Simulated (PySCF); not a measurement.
(3Z)-hexa-1,3-dien-5-yne (C6H6), SMILES C#C/C=C\C=C. Coordinates come from a PBE-D3(BJ)/def2-SVP optimisation. The values are those of a single conformer.

Q: Give the equilibrium geometry at PBE-D3(BJ)/def2-SVP (PySCF confirms it by a frequency run) as bond lengths and angles, and its point group. (The exact figures need the calculation; the answer reports its results.)

A: Several could match; the one computed here: point group Cs.
Atoms: C1 C2 C3 C4 C5 C6 H7 H8 H9 H10 H11 H12. Bond lengths (Å): C1–C2 1.228, C1–H7 1.081, C2–C3 1.418, C3–C4 1.370, C3–H8 1.104, C4–C5 1.448, C4–H9 1.103, C5–C6 1.355, C5–H10 1.104, C6–H11 1.103, C6–H12 1.100. Angles (°): C2–C1–H7 179.8, C1–C2–C3 178.4, C2–C3–C4 125.2, C2–C3–H8 116.3, C4–C3–H8 118.5, C3–C4–C5 125.2, C3–C4–H9 117.7, C5–C4–H9 117.1, C4–C5–C6 123.9, C4–C5–H10 116.4, C6–C5–H10 119.7, C5–C6–H11 121.2, C5–C6–H12 121.6, H11–C6–H12 117.2.
